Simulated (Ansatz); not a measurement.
Total energies of NbSe(OH)3 (NbSeO3H3) from Ansatz at r2SCAN-D4/def2-TZVP, gas phase (1 Eh = 27.2114 eV = 2625.5 kJ/mol). The reference geometry is relaxed at r2SCAN-D4/def2-SVP.

```csv
state,geometry,energy (Eh)
charge 0 singlet,reference,-2686.27084
charge 1 doublet,reference,-2685.93133
free Nb atom (sextet),–,-56.86030
free Se atom (triplet),–,-2401.47526
free O atom (triplet),–,-75.05861
free H atom (doublet),–,-0.49993
```

In the def2 sets Nb takes a core potential; there is no spin–orbit coupling.

Work out the vertical ionisation energy to the doublet.

E(charge 1 doublet) − E(charge 0 singlet) = -2685.93133 − (-2686.27084) = 0.33951 Eh = 9.24 eV. For comparison, −ε of the highest occupied level is 6.43 eV at this level, 2.81 eV less.

What is the binding energy per atom against free atoms?

Atoms: 1 × (-56.86030) + 1 × (-2401.47526) + 3 × (-75.05861) + 3 × (-0.49993) = -2685.01118 Eh. Binding: -2685.01118 − (-2686.27084) = 1.25966 Eh = 34.28 eV, or 4.28 eV for each of 8 atoms (no zero-point energy, no counterpoise term).
